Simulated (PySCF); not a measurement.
PySCF input (BP86/def2-SVP):

```python
from pyscf import gto, dft

mol = gto.M(
    atom='''
    Te   -0.00000000   -0.00000000   -0.03157231
    H     0.00000000    0.00000000    1.64175989
    ''',
    basis='def2-svp',
    ecp='def2-svp',
    charge=1,
    spin=0,
    verbose=4,
)

mf = dft.RKS(mol, xc='bp86')
mf.grids.level = 3
mf.conv_tol = 1e-9
mf.max_cycle = 100
mf.max_memory = 1500
mf.kernel()
if not mf.converged:
    mf = mf.newton()
    mf.kernel(mf.make_rdm1())
mf.dip_moment()
```

### Question
Predict the final energy.

### Answer
-268.33102 Eh.
